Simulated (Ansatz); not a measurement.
Consider the cleavage of the Si–Sb bond: `[NH2][SbH][SiH3]` + `O[SiH](F)F` → `F[SiH](F)O[SiH3]` + `[NH2][SbH2]`.

Computed with Ansatz on PBE0-D4/def2-TZVP structures; ΔE is electronic, products minus reactants. CCSD(T)/CBS adds triple-zeta CCSD(T) − MP2 to the extrapolated MP2 energy (def2 sets, frozen cores). DFT in def2-TZVPP. Elements past krypton have def2 core potentials. For Sb outer-core shells are correlated without core-valence functions, which leaves a few kJ/mol of doubt a bond. Each species was taken in one conformer, which may not be the lowest.

| species | LC-ωPBE energy (Eh) |
| --- | --- |
| `[NH2][SbH][SiH3]` | -588.04169 |
| `O[SiH](F)F` | -565.69488 |
| `F[SiH](F)O[SiH3]` | -856.34370 |
| `[NH2][SbH2]` | -297.42013 |

Question: Work out ΔE.

Answer: ΔE = (-856.34370) + (-297.42013) − (-588.04169) − (-565.69488) = -0.02726 Eh = -0.74 eV. CCSD(T)/CBS gives -0.75 eV.

Largest T1 diagnostic among the species: 0.014.

In def2-TZVPP, CCSD(T) changes the Hartree–Fock value by +0.29 eV (the triples alone add +0.05 eV) and MP2 by +0.30 eV. From r2SCAN to r2SCAN0 (25 % exact exchange), in def2-TZVPP and without D4, ΔE moves by −0.03 eV.
